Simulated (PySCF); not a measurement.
BF3, SMILES F[B-](F)F, charge -1, multiplicity 2.

The structure is a stationary point at B3LYP-D3(BJ)/def2-SVPD.

The numbers are results of PySCF with M06-2X/def2-TZVPD, not measurements.

Isolated molecule, no solvent. A positive occupied level means that this level leaves the electron formally unbound; only the finite basis holds it.

```json
{
  "total_energy": "-324.58508 hartree",
  "point_group": "C3v",
  "α spin, highest occupied and lowest empty level": "0.27 and 5.05 eV",
  "β spin, highest occupied and lowest empty level": "-7.16 and 3.08 eV",
  "dipole_moment_about_the_centre_of_nuclear_charge": "0.348 e·Å",
  "mean_static_polarisability": "47.0 bohr³ (6.96 Å³)",
  "polarisability_principal_values": "43.5, 43.5, 53.9 bohr³",
  "⟨S²⟩": "0.753 (pure state 0.75)"
}
```
